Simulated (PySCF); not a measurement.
Input for PySCF: D3(BJ) and D4 dispersion corrections on NH3 (SMILES N).

```python
from pyscf import gto
from pyscf.dispersion import dftd3, dftd4

mol = gto.M(
    atom='''
    N    -0.41246894    0.18904168    0.96084620
    H    -0.35981099   -0.69423092    0.46676276
    H    -1.36152978    0.53396089    0.87454400
    H     0.19811306    0.84359086    0.48555377
    ''',
    basis='def2-svp',
    charge=0, spin=0, verbose=0, max_memory=1800)
d3, d4 = {}, {}
for xc in ['hf', 'pbe', 'blyp', 'revpbe', 'tpss', 'r2scan', 'b3lyp', 'pbe0', 'bhlyp', 'camb3lyp', 'b2plyp']:
    d3[xc] = float(dftd3.DFTD3Dispersion(mol, xc=xc, version='d3bj', atm=False).get_dispersion()['energy'])
    print(f'D3(BJ) {xc:10s} {d3[xc]:14.8f} Eh')
for xc in ['hf', 'pbe', 'blyp', 'revpbe', 'tpss', 'r2scan', 'b3lyp', 'pbe0', 'bhlyp', 'camb3lyp', 'b2plyp']:
    d4[xc] = float(dftd4.DFTD4Dispersion(mol, xc={'camb3lyp': 'cam-b3lyp'}.get(xc, xc), atm=True).get_dispersion()['energy'])
    print(f'D4     {xc:10s} {d4[xc]:14.8f} Eh')
```

Output:

```
D3(BJ) hf            -0.00933102 Eh
D3(BJ) pbe           -0.00076279 Eh
D3(BJ) blyp          -0.00152751 Eh
D3(BJ) revpbe        -0.00224822 Eh
D3(BJ) tpss          -0.00089326 Eh
D3(BJ) r2scan        -0.00018048 Eh
D3(BJ) b3lyp         -0.00121913 Eh
D3(BJ) pbe0          -0.00058853 Eh
D3(BJ) bhlyp         -0.00087082 Eh
D3(BJ) camb3lyp      -0.00045230 Eh
D3(BJ) b2plyp        -0.00049862 Eh
D4     hf            -0.00208156 Eh
D4     pbe           -0.00041789 Eh
D4     blyp          -0.00100815 Eh
D4     revpbe        -0.00199894 Eh
D4     tpss          -0.00057016 Eh
D4     r2scan        -0.00009965 Eh
D4     b3lyp         -0.00066335 Eh
D4     pbe0          -0.00033481 Eh
D4     bhlyp         -0.00039301 Eh
D4     camb3lyp      -0.00032046 Eh
D4     b2plyp        -0.00028571 Eh
```

The run finished.

Cost: around 0.06 core-seconds (rough).
